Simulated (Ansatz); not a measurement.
Basis sets compared for SnEt3(OSiMe3) (C9H24OSiSn). Total charge 0; singlet. Geometry PBE-D4/def2-SVP. Ansatz on 4 threads of Arm Neoverse V1 on a shared host; times are rough, and most runs start from earlier orbitals.

| atom | x (Å) | y (Å) | z (Å) |
| --- | --- | --- | --- |
| Sn1 | -0.7352 | -0.5428 | -0.0259 |
| C2 | -2.0865 | -0.8705 | -1.7048 |
| C3 | -2.2261 | 0.3940 | -2.5560 |
| H4 | -3.0655 | -1.2136 | -1.3058 |
| H5 | -1.6648 | -1.7140 | -2.2911 |
| H6 | -2.8625 | 0.2214 | -3.4517 |
| H7 | -2.6883 | 1.2270 | -1.9843 |
| H8 | -1.2364 | 0.7518 | -2.9088 |
| C9 | -0.0319 | -2.3808 | 0.9316 |
| C10 | -1.1655 | -3.3531 | 1.2716 |
| H11 | 0.5293 | -2.0747 | 1.8390 |
| H12 | 0.7052 | -2.8345 | 0.2374 |
| H13 | -0.7843 | -4.2815 | 1.7491 |
| H14 | -1.9002 | -2.9096 | 1.9766 |
| H15 | -1.7306 | -3.6642 | 0.3679 |
| C16 | -1.5381 | 0.9374 | 1.3740 |
| C17 | -2.9834 | 0.6474 | 1.7880 |
| H18 | -1.4441 | 1.9230 | 0.8733 |
| H19 | -0.8591 | 0.9597 | 2.2516 |
| H20 | -3.3769 | 1.4178 | 2.4860 |
| H21 | -3.6687 | 0.6245 | 0.9147 |
| H22 | -3.0833 | -0.3315 | 2.3033 |
| O23 | 0.8481 | 0.3006 | -0.9695 |
| Si24 | 2.2720 | 1.0037 | -0.4385 |
| C25 | 1.9165 | 2.4469 | 0.7387 |
| C26 | 3.1774 | 1.6392 | -1.9683 |
| C27 | 3.3467 | -0.2712 | 0.4629 |
| H28 | 2.8536 | 2.9619 | 1.0382 |
| H29 | 1.4134 | 2.1037 | 1.6667 |
| H30 | 1.2570 | 3.1973 | 0.2554 |
| H31 | 2.5575 | 2.3852 | -2.5071 |
| H32 | 4.1411 | 2.1211 | -1.7017 |
| H33 | 3.3910 | 0.8080 | -2.6711 |
| H34 | 2.8439 | -0.6532 | 1.3765 |
| H35 | 3.5590 | -1.1409 | -0.1928 |
| H36 | 4.3193 | 0.1647 | 0.7749 |

In the def2 sets Sn takes a core potential; there is no spin–orbit coupling.

Binding counts from free atoms (Sn triplet, C triplet, H doublet, O triplet, Si triplet) in the same basis, without a counterpoise term.

```tsv
level	functions	energy (Eh)	HOMO (eV)	LUMO (eV)	binding per atom (eV)	wall time
PBE-D4/def2-SVP	304	-935.3765	-5.63	-0.38	4.06	9 s
PBE0-D4/def2-SVP	304	-935.4963	-6.99	0.53	4.02	20 s
```

(1) Estimate the rows for PBE-D4/def2-TZVP (with forces), PBE0-D4/def2-TZVP.

Results:

(1) 
```tsv
level	functions	energy (Eh)	HOMO (eV)	LUMO (eV)	binding per atom (eV)	wall time
PBE-D4/def2-TZVP (with forces)	541	-935.9801	-5.78	-0.72	4.04	23 s
PBE0-D4/def2-TZVP	541	-936.0852	-7.05	0.14	3.99	48 s
```
